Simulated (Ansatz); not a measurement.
CH$_{6}$ClGaGe (`[Cl][GaH][CH2][GeH3]`). The species carries charge 0 and has multiplicity 1.

```xyz
10

Cl   -1.261    2.824   -0.648
Ga    0.271    1.377   -1.114
C    -0.193   -0.465   -0.689
Ge    0.053   -0.898    1.209
H     1.583    1.978   -1.702
H    -1.246   -0.629   -0.929
H     0.417   -1.154   -1.278
H    -0.864   -0.016    2.071
H     1.515   -0.637    1.617
H    -0.274   -2.379    1.463
```

(1) What are the harmonic wavenumbers in cm⁻¹ at PBE0-D4/def2-TZVP (Ansatz, finite differences of forces, unscaled)? (An estimate is asked.)

(2) Is this a minimum?

(3) Give the ideal-gas thermochemistry at 298.15 K and 1 bar (rigid rotor, harmonic oscillator; point group C1, symmetry number 1).

(4) Rotational constants (cm⁻¹)?

## Answers

(1) The calculation gave: 24, 72, 100, 160, 401, 423, 474, 476, 593, 628, 678, 729, 845, 883, 889, 991, 1005, 1387, 2010, 2142, 2148, 2163, 3076, 3145.

(2) Yes, all 24 modes are real.

(3) Zero-point energy 152.2 kJ/mol; H(298) − E = 175.0 kJ/mol; entropy 388.1 J/(mol·K), of which translation 174.7, rotation 122.1, vibration 91.3; G(298) − E = 59.3 kJ/mol. Modes under 100 cm⁻¹ are hindered rotations or soft bends, so the harmonic entropy is rough.

(4) 0.1444, 0.02782, 0.02461.
